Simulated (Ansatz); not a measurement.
Computed with Ansatz on PBE0-D4/def2-TZVP structures; ΔE is electronic, products minus reactants. CCSD(T)/CBS is the MP2 limit (def2-TZVPP, def2-QZVPP) plus CCSD(T) − MP2 in def2-TZVPP, frozen cores. This one scheme is used for every species, atoms too. DFT in def2-TZVPP. B3LYP here is the variant with VWN-RPA as its local correlation; programs differ in this. No spin–orbit coupling; open shells (•) take unrestricted orbitals. Spin–orbit coupling would lower the free atoms: a little for C; clearly for Ge, Se. For Ge, Se outer-core shells are correlated without core-valence functions, so the limit isn't a true one: a few kJ/mol of doubt a bond, and 10 to 20 or more in all where bonds break to atoms. Scalar relativity is left out up to krypton. Each species was taken in one conformer, which may not be the lowest.

Reaction (atomization): `C=C[Se][GeH3]` → 2 C• + Ge• + 6 H• + Se•

`C=C[Se][GeH3]`:

Cartesian coordinates in Å:
```
C -1.510 -0.750 1.553
C -0.858 0.060 0.732
Se 0.997 0.448 0.919
Ge 1.501 0.444 -1.379
H -2.583 -0.880 1.456
H -1.009 -1.298 2.343
H -1.371 0.601 -0.056
H 0.460 1.312 -2.105
H 2.905 1.045 -1.516
H 1.467 -0.984 -1.946
```

CCSD(T)/CBS gives +3360.8 kJ/mol.

(1) Another level gave +3308.2 kJ/mol. Which?
A. PBE0-D4/def2-TZVPP
B. B3LYP/def2-TZVPP
C. BLYP-D4/def2-TZVPP
D. CCSD/def2-TZVPP

Largest T1 diagnostic among the species: 0.011.

## Answers

(1) B. B3LYP 3308.2, CCSD/def2-TZVPP 3232.9, PBE0-D4 3353.6, BLYP-D4 3332.6 kJ/mol.

Leaving LDA and LC-ωPBE aside and taking each functional with its dispersion term where it has one, the values, not all of them listed here, spread over 138.2 kJ/mol, from BHLYP-D4 to PBE-D4. LDA lies +447.3 kJ/mol from PBE without D4, its usual overbinding. From PBE to PBE0 (25 % exact exchange), in def2-TZVPP and without D4, ΔE moves by −44.7 kJ/mol: exact exchange takes away binding that semilocal exchange gives to molecules.

For atomizations the MP2-based limit and the directly extrapolated one differ by several kJ/mol either way, and by 10 to 25 for some Ge, Se and Sn compounds, so smaller differences from it don't rank the levels.
